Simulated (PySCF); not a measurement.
These 8 structures share the formula C7H14S. The calculation used PySCF 2.14.0, PBE0-D3(BJ)/def2-SVP geometry optimisation, gas phase. Energies are electronic, without zero-point or thermal terms, for one conformer each. No frequencies were run at this level. Point groups hold within 0.08 Å.

Question: Order them by energy at this level, lowest first, and give relative energies in kcal/mol.
A. `[CH2:1]=[C:2]([S:3][CH2:4][CH3:5])[CH:6]([CH3:7])[CH3:8]` with C1–C2–S3–C4 -11°, C2–S3–C4–C5 -74°, C1–C2–C6–C7 -26° (2-(ethylthio)-3-methyl-1-butene)
B. `[CH3:1]/[CH:2]=[CH:3]/[S:4][C:5]([CH3:6])([CH3:7])[CH3:8]` with C2–C3–S4–C5 -135°
C. `[CH3:1][CH2:2][S:3][CH2:4][CH:5]1[CH2:6][CH2:7][CH2:8]1` with C1–C2–S3–C4 -74°, C2–S3–C4–C5 176°, S3–C4–C5–C6 -174°, C4–C5–C6–C7 141°, C5–C6–C7–C8 -19°, C6–C7–C8–C5 19°, C4–C5–C8–C7 -141°
D. `[CH3:1][S:2][C@@H:3]1[CH2:4][C@@H:5]1[CH:6]([CH3:7])[CH3:8]` with C1–S2–C3–C4 -74°, C4–C5–C6–C7 83°
E. `[CH3:1][CH:2]([CH3:3])[C@@H:4]1[CH2:5][C@H:6]1[CH2:7][SH:8]` with C1–C2–C4–C5 153°, C5–C6–C7–S8 -85°, C6–C7–S8–H 57°
F. `[CH2:1]=[C:2]([CH3:3])[CH2:4][CH2:5][S:6][CH2:7][CH3:8]` with C1–C2–C4–C5 110°, C2–C4–C5–S6 -176°, C4–C5–S6–C7 -65°, C5–S6–C7–C8 -62°
G. `[CH3:1][C:2](=[S:3])[CH2:4][CH2:5][CH:6]([CH3:7])[CH3:8]` with C1–C2–C4–C5 -70°, C2–C4–C5–C6 -173°, C4–C5–C6–C7 -62°
H. `[CH3:1][CH:2]([CH3:3])[C@@H:4]1[CH2:5][C@@H:6]1[CH2:7][SH:8]` with C1–C2–C4–C5 160°, C5–C6–C7–S8 -159°, C6–C7–S8–H -58°

Answer: G (0.0), B (4.1), A (5.5), E (5.8), H (6.9), F (8.1), D (8.5), C (8.9).

As drawn, the lowest has a C=S bond, which the highest lacks; the highest has a four-membered ring, which the lowest lacks. Neighbours under 2.5 kcal/mol apart (C/C=C/SC(C)(C)C and C=C(SCC)C(C)C; C=C(SCC)C(C)C and CC(C)[C@@H]1C[C@H]1CS; CC(C)[C@@H]1C[C@H]1CS and CC(C)[C@@H]1C[C@@H]1CS; CC(C)[C@@H]1C[C@@H]1CS and C=C(C)CCSCC; others) can change places with a better method, another conformer or zero-point energy. CC(C)[C@@H]1C[C@H]1CS and CC(C)[C@@H]1C[C@@H]1CS are stereoisomers, 1.1 kcal/mol apart in the conformers taken.

```json
{"SMILES": "CC(=S)CCC(C)C", "E (Eh)": "-672.57823", "E rel (kcal/mol)": "0.0", "dipole (D)": "2.89", "point group": "C1", "A, B, C (MHz)": "3305, 685.6, 655.4"}
{"SMILES": "C/C=C/SC(C)(C)C", "E (Eh)": "-672.57168", "E rel (kcal/mol)": "4.1", "dipole (D)": "1.48", "point group": "C1", "A, B, C (MHz)": "3312, 856.3, 817.9"}
{"SMILES": "C=C(SCC)C(C)C", "E (Eh)": "-672.56945", "E rel (kcal/mol)": "5.5", "dipole (D)": "0.88", "point group": "C1", "A, B, C (MHz)": "3022, 952.9, 900.6"}
{"SMILES": "CC(C)[C@@H]1C[C@H]1CS", "E (Eh)": "-672.56893", "E rel (kcal/mol)": "5.8", "dipole (D)": "1.80", "point group": "C1", "A, B, C (MHz)": "4342, 679.9, 620.1"}
{"SMILES": "CC(C)[C@@H]1C[C@@H]1CS", "E (Eh)": "-672.56716", "E rel (kcal/mol)": "6.9", "dipole (D)": "1.56", "point group": "C1", "A, B, C (MHz)": "2471, 1056, 814.8"}
{"SMILES": "C=C(C)CCSCC", "E (Eh)": "-672.56527", "E rel (kcal/mol)": "8.1", "dipole (D)": "1.77", "point group": "C1", "A, B, C (MHz)": "2967, 801.5, 690.0"}
{"SMILES": "CS[C@@H]1C[C@@H]1C(C)C", "E (Eh)": "-672.56475", "E rel (kcal/mol)": "8.5", "dipole (D)": "1.41", "point group": "C1", "A, B, C (MHz)": "3103, 995.5, 858.1"}
{"SMILES": "CCSCC1CCC1", "E (Eh)": "-672.56398", "E rel (kcal/mol)": "8.9", "dipole (D)": "1.46", "point group": "C1", "A, B, C (MHz)": "4077, 738.3, 723.8"}
```

As an exercise, what shares would exp(−E/RT) give at 1000 K from these electronic energies alone (no entropy, no degeneracies)?

RT = 1.987 kcal/mol: CC(=S)CCC(C)C 76.1 %, C/C=C/SC(C)(C)C 9.6 %, C=C(SCC)C(C)C 4.8 %, CC(C)[C@@H]1C[C@H]1CS 4.0 %, CC(C)[C@@H]1C[C@@H]1CS 2.3 %, C=C(C)CCSCC 1.3 %, CS[C@@H]1C[C@@H]1C(C)C 1.1 %, CCSCC1CCC1 0.8 %.
